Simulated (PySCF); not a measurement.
Compound: C7H7F.
Structure used (GFN2-xTB), in Å, numbered top down from 1:
```
atom  x, y, z in Å
C1    -0.982   -1.885    1.903
C2    -0.655   -1.528    0.808
C3    -0.262   -1.076   -0.490
C4     1.204   -0.777   -0.762
C5     0.223    0.323   -0.652
C6     0.071    1.610    0.071
C7    -0.174    1.520   -1.414
F8    -1.463    1.621   -1.861
H9    -1.276   -2.211    2.856
H10   -0.847   -1.501   -1.299
H11    1.600   -1.029   -1.736
H12    1.903   -0.915    0.051
H13    0.951    2.138    0.411
H14   -0.792    1.727    0.710
H15    0.496    1.992   -2.123
```

The closed-shell ground state was solved at several levels (PySCF, density fitting, gas phase, non-relativistic).

```
              level  basis functions  HOMO (eV)  LUMO (eV)  gap (eV)  dipole (D)
CAM-B3LYP/def2-SVPD              219      -8.75       1.28     10.03        2.02
      PBE0/pcSseg-1              171      -7.38       0.76      8.14        1.91
```

Estimate the row for PBE0/def2-SVPD, a basis of 219 functions; the other rows only guide the guess.

HOMO -7.42 eV, LUMO 0.51 eV, gap 7.93 eV, dipole 1.97 D.

Over all these levels, which gives the widest orbital gap and which the narrowest?

CAM-B3LYP/def2-SVPD (range-separated hybrid) has the widest, 10.03 eV, and PBE0/def2-SVPD (global hybrid, 25 % exact exchange) the narrowest, 7.93 eV. The two share the basis. From the narrowest to the widest the HOMO moves by -1.33 eV and the LUMO by +0.77 eV.

How far do the dipole and the HOMO energy spread over the levels?

The dipole runs from 1.91 to 2.02 D (mean 1.97 D) and the HOMO from -8.75 to -7.38 eV.
